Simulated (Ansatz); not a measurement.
Born–Oppenheimer molecular dynamics of ClFGeH$_{2}$ (5 atoms, charge 0, multiplicity 1). It starts from a relaxed structure.

The calculation used Ansatz 0.2.0, RHF/def2-SVP.

```yaml
ensemble: NVE (velocity Verlet)
time_step: 0.5 fs
steps_asked: 500
starting_velocities_drawn_for: 1000 K
seed: 511141
```

First frame:

```xyz
5
Properties=species:S:1:pos:R:3
Ge 0.012 -0.021 -0.056
F -0.005 0.009 1.661
H 1.463 0.050 -0.492
Cl -1.010 1.749 -0.712
H -0.774 -1.242 -0.493
```

Problem. How far do the bonds stretch over the last three quarters of this one trajectory? (Pairs bonded in most of those frames.)

Solution. 
```csv
bond,mean (Å),spread (Å),shortest,longest
Ge1–F2,1.721,0.022,1.68,1.75
Ge1–H3,1.533,0.075,1.42,1.65
Ge1–Cl4,2.149,0.008,2.13,2.16
Ge1–H5,1.523,0.021,1.48,1.56
```

Mean temperature of the second half: 506 K. The conserved energy stayed within 0.35 meV per atom of its start (net change 0.16 meV per atom), so the integration is sound. Over the second half the temperature averaged 0.51 of the 1000 K drawn at the start: a run that starts near a minimum puts about half its kinetic energy into the potential. A run of 0.25 ps of so small a system gives no equilibrium averages.

The run took 7.6 min on 1 thread of Arm Neoverse V2 (shared host), peak memory 0.12 GiB.
